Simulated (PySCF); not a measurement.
## Polarisability and C₆ of Ar (argon, neutral)

[Ar], closed-shell 1S. Calculation: PySCF 2.14, in dyall-acv3z (19s12p6d4f, 113 functions); scalar relativity by spin-free X2C-1e. Coupled (time-dependent) response in atomic units; α is the mean over directions.

```csv
method,mean α (bohr³),C₆ (like pair),S(−4)
UHF,10.49,60.92,22.67
PBE,11.43,67.68,30.02
PBE0,11.04,64.83,26.76
HSE06,11.06,65.03,26.91
PBEsol,11.47,68.07,30.04
```

S(−4) is the Cauchy moment in α(ω) = α(0) + S(−4) ω² + …

Reference α: 11.083 ± 0.007 bohr³ (recommended; Schwerdtfeger and Nagle, table of static dipole polarizabilities (2023 update)). Published C₆: 64.20 (Chu and Dalgarno (2004); Tang, Norbeck and Certain (1976)).

α(iu) at PBE0:

```tsv
u (hartree)	α(iu) (bohr³)
0	11.04
0.0500	10.97
0.100	10.78
0.200	10.09
0.300	9.168
0.500	7.211
0.750	5.204
1.00	3.801
1.50	2.202
2.00	1.415
3.00	0.7265
5.00	0.3075
```

A single London oscillator, α(iu) = α/(1 + u²/ω²), gives C₆ = (3/4) ω α². Matching the computed C₆ needs ω = 4 × 64.83 / (3 × 11.04²) = 0.709 hartree.
